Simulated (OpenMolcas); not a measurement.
# neutral lead: thermal populations, worked from levels

```yaml
Program: OpenMolcas 26.06
Basis: ANO-RCC-VTZP [8s7p5d3f2g]
Scalar_Hamiltonian: DKH2, point nucleus
Active_space: 4 electrons in 4 orbitals (6s 6p)
State_averaging: 2S+1 = 3 even, 3 roots; 2S+1 = 1 even, 6 roots; 2S+1 = 5 odd, 1 root; 2S+1 = 3 odd, 5 roots (0 in the spin-orbit step)
Spin-orbit_coupling: RASSI with atomic mean-field integrals over the reference wave functions, term energies averaged over their components
```

Methods: CASSCF; SS-CASPT2, IPEA 0.25 Eh, imaginary shift 0.1 Eh (closed shells correlated: 5d). Measured levels: NIST Handbook of Basic Atomic Spectroscopic Data.

**Thermal populations.** Z = Σ (2J + 1) exp(-E/kT) with k = 0.695035 cm-1/K, over the levels below. No other level of either list lies under 34900 cm-1, which is above 7 kT at each temperature.

```csv
Level,2J + 1,SS-CASPT2,measured
6s² 6p² ³P₀,1,0.0,0.0
6s² 6p² ³P₁,3,6650,7819
6s² 6p² ³P₂ [62 %],5,9580,10650
6s² 6p² ¹D₂ [62 %],5,18910,21458
6s² 6p² ¹S₀,1,27940,29467
```

| T (K) | Z, SS-CASPT2 | Z, measured levels | Ground level (%), SS-CASPT2 | Ground level (%), measured levels |
| --- | --- | --- | --- | --- |
| 3000 | 1.175 | 1.101 | 85.1 | 90.8 |
| 5000 | 1.782 | 1.560 | 56.1 | 64.1 |

At 5000 K, kT = 3475 cm-1, and the computed levels give Z = 1.000 + 0.443 + 0.318 + 0.022 + 0.000 = 1.782.

CASPT2 does not keep the components of a term degenerate, so their means are used; among the terms shown or strongly mixed into the levels shown the widest spread is 310 cm-1 (6s² 6p² ¹D, SS-CASPT2). Some high roots are left out of the spin-orbit mixing, which shifts the levels that they would mix with. Spin-orbit splittings of 6p shells tend to come out small when the coupling is added on scalar orbitals. Measured partners are found by configuration, term and J. A level has none where our copy of the source lacks it or the pairing is in doubt (some pairs that miss far off the trend of their configuration count as doubtful), and it then counts in no deviation. Where the source uses jj or jK labels, the order within each J decides. Levels of configurations outside the active space are missing.

A share in square brackets marks a mixed level and gives the weight of the term that names it, the lowest over the columns.
